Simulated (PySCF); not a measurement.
Ag(NH3)2 (AgH₆N₂), SMILES [NH3]->[Ag+]<-[NH3], charge +1, multiplicity 1. Geometry: PBE-D3(BJ)/def2-SVP. The multiplicity is an assumed one; other spin states were not compared. The isomer is the one that the SMILES or the coordinates give; other isomers of the formula were not compared. The def2 effective core potentials stand for the cores of Ag; spin–orbit coupling is left out.

Computed equilibrium geometry at PBE-D3(BJ)/def2-SVP (PySCF confirms it by a frequency run) as a Z-matrix, and its point group:
point group D3.
```
Ag
N 1 2.1338
H 2 1.0314 1 112.41
H 2 1.0314 3 106.38 1 123.43
H 2 1.0314 3 106.38 4 113.13
N 1 2.1338 3 159.33 2 180.00
H 6 1.0314 1 112.41 3 -138.42
H 6 1.0314 7 106.38 1 123.43
H 6 1.0314 7 106.38 8 113.13
```
Charge +1, spin multiplicity 1.
